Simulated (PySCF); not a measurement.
C3H3F2OS (charge -1).
Atom-mapped SMILES: `[CH3:1][S:2]/[C:3]([F:4])=[C:5](/[O-:6])[F:7]` (hydrogens: H8, H9, H10 on C1)

The dihedral F4–C3–S2–C1 (about C3–S2) is held at set values while the rest relaxes with GFN2-xTB, each point from its own start; single points follow at PBE0/pcSseg-1 (PySCF, gas phase, no added dispersion term).

Question: Give the torsional profile, with energies above the lowest point.

Answer: 
```
dihedral (°)  PBE0/pcSseg-1 (kcal/mol)  GFN2-xTB (kcal/mol)  F4···C1 (Å)  C3–S2 (Å)  F4–C3–S2 (°)  C3–S2–C1 (°)  S2–C3–C5–O6 (°)
           0                      11.6                  7.7         2.72      1.793         114.9          99.1              180
          30                       7.3                  5.4         2.84      1.771         113.7         101.0              174
          60                       1.5                  1.7         3.13      1.737         114.1         101.9              176
          90                       0.0                  0.0         3.49      1.728         114.8         102.1             -177
         120                       2.2                  1.0         3.77      1.746         114.0         100.6             -174
         150                       7.3                  4.5         3.97      1.778         110.9         100.7             -171
         180                      12.5                  8.1         4.08      1.798         107.2         104.4             -168
         210                       7.0                  4.5         3.97      1.779         110.6         100.7              170
         240                       2.3                  1.0         3.77      1.746         114.0         100.5              174
         270                       0.1                  0.0         3.49      1.728         115.0         102.1              177
         300                       1.5                  1.7         3.13      1.737         114.1         101.8             -175
         330                       7.4                  5.4         2.83      1.771         113.6         100.7             -173
```

Each energy column counts from its own lowest point. The ion is computed bare, without counter-ion or solvent.

Question: Where are the low and high points of the PBE0/pcSseg-1 curve on this grid?

Answer: Below both neighbours: 90° (0.0), 270° (0.1). Above both neighbours: 0° (11.6), 180° (12.5) kcal/mol. The highest point lies 12.5 kcal/mol above the lowest; in GFN2-xTB the span is 8.1, with the lowest point at 90° and 270°. The points were relaxed apart, so other rotors need not follow one smooth path. Wells this close in depth can't be ordered on a 30° grid.

Question: How much does C3–S2 change along the scan?

Answer: From 1.728 Å (at 90° and 270°) to 1.798 Å (at 180°).
